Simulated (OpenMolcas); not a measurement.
**Ru3+: moving or changing the point charges**

Ru3+ among 6 point charges of -1.7 e arranged as an octahedron (Oh), 2 Å from the ion.
```
   2.0000    0.0000    0.0000  -1.70
   0.0000    2.0000    0.0000  -1.70
  -2.0000    0.0000    0.0000  -1.70
   0.0000   -2.0000    0.0000  -1.70
   0.0000    0.0000    2.0000  -1.70
   0.0000    0.0000   -2.0000  -1.70
```

* Program: OpenMolcas 26.06
* Method: CASSCF
* Basis: ANO-RCC-VDZP [6s5p3d1f]
* Scalar Hamiltonian: DKH2, point nucleus
* Active space: 5 electrons in 5 orbitals (4d)
* State averaging: 2S+1 = 6 even, 1 root; 2S+1 = 4 even, 24 roots; 2S+1 = 2 even, 75 roots
* Spin-orbit coupling: state interaction with AMFI integrals over the reference wave functions

Runs around this geometry, states (labels of O, the rotations of Oh). Energies in cm-1 above the lowest state or level, χT in cm3 K/mol; 10Dq and B are least-squares fits to the states below 45000 cm-1, weighted by degeneracy, with a free offset, and given where the rms deviation is under 5 % of |10Dq| (or 100 cm-1) and under 700 cm-1.

| R (Å) | q (e) | Ground state | 10Dq | B (rms of fit) | First gap with spin-orbit (degeneracies) | χT at 300 K | First state of another spin |
| --- | --- | --- | --- | --- | --- | --- | --- |
| 1.85 | -1.1 | 6A1 | 8090 | 892 (142) | 0.4 (2, 4) | 4.370 | 4T1 21295 |
| 1.7 | -1.7 | 6A1 | 17627 | 890 (371) | 7.1 (2, 4) | 4.332 | 2S+1 = 2: 9627 |
| 2 | -1.7 | 6A1 | 8805 | 893 (166) | 0.4 (2, 4) | 4.369 | 4T1 20602 |

Taking |10Dq| as R^-n, n = -ln(8805 / 17627) / ln(2 / 1.7) = 4.3 between the shortest and longest distance. The point-charge formula for a cubic d site gives n = 5.

Without dynamic correlation the repulsion within the d shell is too large (B by tens of per cent), so at a given field states of lower spin stand too high. Point charges give a weaker field than real ligands, and real ions of this kind are as a rule low spin; the high spin found here belongs to the model. This field is weak: 10Dq is about 8090 cm-1, while octahedral complexes of 4d ions of charge 3 and more, computed by the same method with explicit ligands, had a median near 25000 cm-1. Ground spin and moment need not be those of a real site (figures for R = 1.85, q = -1.1; the like holds for R = 2, q = -1.7). This shell can be high or low spin here, a state of another spin lies low, and with metal d orbitals alone active their balance is uncertain, so the ground spin may be wrong (holds for R = 1.7, q = -1.7). Point charges carry no covalency, so the field is a model and not that of real ligands. No measured value stands beside these numbers.

A state without a sure symmetry label is named by its multiplicity alone.
